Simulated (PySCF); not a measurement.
# Bond curve of ZnCl

Set-up: PySCF, spin-free X2C with a Gaussian nucleus, basis sets Zn x2c-SVPall, Cl x2c-SVPall. Energies in eV from Zn + Cl in their ground configurations at the same level. State: ²Σ⁺ (doublet), unpaired electrons σ ↑.

| R (Å) | TPSSh |
| --- | --- |
| 1.871 | -1.292 |
| 1.958 | -1.775 |
| 2.045 | -2.037 |
| 2.110 | -2.130 |
| 2.175 | -2.158 |
| 2.240 | -2.137 |
| 2.327 | -2.054 |
| 2.436 | -1.894 |
| 2.567 | -1.662 |
| 2.740 | -1.344 |

Put a parabola through the three lowest points of the TPSSh curve and estimate Re, k and ωe (reduced mass 22.6 u; 1 eV/Å² = 0.16022 mdyn/Å; ωe = 1302.8·√(k/μ) cm⁻¹).

Through R = 2.11, 2.175, 2.24 Å the second-order coefficient is 5.80 eV/Å², so Re ≈ 2.180 Å, k ≈ 1.86 mdyn/Å and ωe ≈ 374 cm⁻¹. A polynomial fit of higher order to the unrounded TPSSh energies gives Re = 2.176 Å, k = 1.83 mdyn/Å, ωe = 370 cm⁻¹; anharmonicity and rounding make the difference.

The higher-order fit for each curve: TPSSh: Re = 2.176 Å, ωe = 370 cm⁻¹, De = 2.16 eV.

The state was picked by a PBE0 search and need not be the measured ground state.
